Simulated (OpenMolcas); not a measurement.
## Os2+: effect of the basis set

```
Program             : OpenMolcas
Method              : RASSCF
Active space        : 12 electrons in 8 orbitals (RAS1 5p, at most 2 holes; RAS2 5d)
State averaging     : 2S+1 = 5 even, 5 roots; 2S+1 = 3 even, 45 roots; 2S+1 = 1 even, 49 roots
Spin-orbit coupling : RASSI with atomic mean-field integrals over the reference wave functions, term energies averaged over their components
```

A. ANO-R2 [8s6p5d3f1g], X2C, finite nucleus; cost of the order of 50 core-seconds
B. ANO-RCC-VTZP [8s7p5d3f2g1h], DKH2, point nucleus; cost of the order of 50 core-seconds
C. ANO-RCC-VQZP [9s8p6d4f3g2h], DKH2, point nucleus; cost about 60 core-seconds

Energies in eV above 5d⁶ ⁵D₄.

```
            Level       A       B       C
          5d⁶ ⁵D₄  0.0000  0.0000  0.0000
          5d⁶ ⁵D₃  0.5690  0.5631  0.5779
   5d⁶ ⁵D₂ [75 %]  0.6213  0.6181  0.6239
          5d⁶ ⁵D₁  0.8828  0.8754  0.8927
          5d⁶ ⁵D₀  0.9316  0.9244  0.9406
5d⁶ ³P₂(1) [64 %]  2.2297  2.2234  2.2359
   5d⁶ ³H₅ [55 %]  2.3970  2.3954  2.3983
          5d⁶ ³H₆  2.4111  2.4090  2.4132
5d⁶ ³F₃(1) [62 %]  2.6872  2.6831  2.6917
       5d⁶ ³F₂(1)  2.7891  2.7852  2.7929
   5d⁶ ³H₄ [57 %]  3.0476  3.0393  3.0606
   5d⁶ ³G₅ [55 %]  3.4298  3.4209  3.4449
   5d⁶ ³G₄ [69 %]  3.4738  3.4671  3.4838
   5d⁶ ³D₂ [73 %]  3.5726  3.5677  3.5786
   5d⁶ ³G₃ [52 %]  3.7280  3.7181  3.7438
          5d⁶ ³D₃  3.7947  3.7879  3.8050
          5d⁶ ¹I₆  4.0444  4.0372  4.0577
5d⁶ ¹G₄(1) [61 %]  4.5167  4.5039  4.5392
5d⁶ ³P₀(2) [67 %]  4.6055  4.6016  4.6099
   5d⁶ ¹F₃ [66 %]  4.7339  4.7321  4.7346
5d⁶ ¹D₂(1) [64 %]  4.7931  4.7839  4.8081
       5d⁶ ³P₁(2)  5.4392  5.4346  5.4447
       5d⁶ ³F₄(2)  5.8107  5.8043  5.8207
       5d⁶ ³F₂(2)  5.8613  5.8540  5.8724
```

Among A to C the level of the table that moves most is 5d⁶ ¹G₄(1) [61 %], by 280 cm-1 (lowest in B, highest in C).

Without dynamic correlation excited terms often stand tens of per cent too high (terms of higher spin than the ground term too low), and those without a measured partner can miss by more than the paired ones. Active for correlation alone: 5p; no level in the range computed is led by a configuration that opens it, so any true level of that kind is missing. Only configurations of the active space appear. Levels that lie high or do not pair safely by name in every column are left out.

A share in square brackets marks a mixed level and gives the weight of the term that names it, the lowest over the columns. A number in round brackets counts repeated terms of one configuration in the order of the reference energies.
